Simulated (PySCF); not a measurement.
Task: Write Cartesian coordinates for `[GeH2](/[CH]=N\C)[PH2]` as optimised with PBE0-D3(BJ)/def2-SVP.

Result: 
```
atom  x, y, z in Å
C1     1.7952    0.5937    0.2588
N2     1.5498   -0.2549   -0.8685
C3     0.4625   -0.8913   -0.9828
Ge4   -1.1056   -0.9076    0.2361
P5    -2.0467    1.2253    0.2651
H6     2.7272    0.2762    0.7538
H7     0.9843    0.6214    1.0136
H8     1.9699    1.6217   -0.0981
H9     0.3494   -1.5177   -1.8858
H10   -2.0768   -1.9771   -0.3032
H11   -0.7183   -1.2700    1.6838
H12   -3.3381    0.7738    0.6803
H13   -2.3863    1.1844   -1.1226
```

Orientation and origin are arbitrary. Atoms count from 1 in this order. P5 (three-coordinate phosphorus) is pyramidal (angles 94.6°, 93.3° and 93.3°, sum 281.2°, 0.87 Å off the plane of its three neighbours). The C–N distances run from 1.265 Å (N2=C3, drawn double) to 1.432 Å (C1–N2, drawn single), a spread of 0.167 Å. Ge4 (germanium bonded to C, P and 2 H) is tetrahedral (angles from 106.8° to 112.6°). N2 (C=N nitrogen) is bent (angle 121.1°).

Bonds between heavy atoms (Å): C1–N2 1.432, N2=C3 1.265, C3–Ge4 1.986, Ge4–P5 2.331.

Method used: PBE0-D3(BJ)/def2-SVP geometry optimisation, gas phase in PySCF.

Point group: C1 (no symmetry element, even within 0.4 Å). Whether it is a minimum is left open (no frequencies). One conformer, not necessarily the lowest (N2–C3–Ge4–P5 65°, C3–Ge4–P5–H 157° and 63°).
